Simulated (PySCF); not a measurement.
Gas-phase reaction: 3 GeH2Cl2 + H2 ⇌ Ge3H8 + 3 Cl2

Energies from PySCF, thermal terms from the rigid-rotor harmonic-oscillator model, ideal gas at 1 bar. † marks an energy on the PBE0/def2-TZVP geometry and frequencies; other levels use their own. MP2 and CCSD(T) freeze the core. All species are closed-shell singlets. B3LYP is the form with VWN-RPA correlation. Ge: all electrons, no relativistic terms. MP2 isn't extrapolated to the basis-set limit; its ΔH°(298 K) is 946.8 kJ in def2-SVP and 916.3 kJ in def2-TZVPP. CCSD(T) isn't extrapolated to the basis-set limit. The harmonic model lacks anharmonicity and excited electronic states, which grow with temperature; levels with a mode under 35 cm⁻¹ are left out. Internal rotation in Ge3H8 is treated as a harmonic vibration of one conformer, which makes the entropy rough.

| level | ΔE electronic, kJ | ΔH°(298 K), kJ | ΔS°(298 K), J/K | ΔG°(1400 K), kJ |
|---|---|---|---|---|
| B3LYP/def2-TZVP† | 829 | 829 | 22 | 798 |
| CCSD(T)/def2-SVP† | 891 | 891 | 22 | 860 |
| HF/def2-TZVP† | 948 | 948 | 22 | 917 |
| MP2/def2-SVP† | 947 | 947 | 22 | 916 |
| MP2/def2-TZVPP† | 916 | 916 | 22 | 885 |
| PBE/def2-SVP | 839 | 838 | 25 | 802 |
| PBE0/def2-TZVP | 839 | 839 | 22 | 808 |
| LDA/def2-TZVP† | 790 | 790 | 22 | 759 |
| ωB97M-V/def2-TZVP† | 858 | 858 | 22 | 827 |
ΔH° is lowest at LDA/def2-TZVP† and highest at HF/def2-TZVP†. No reference value is set beside these.
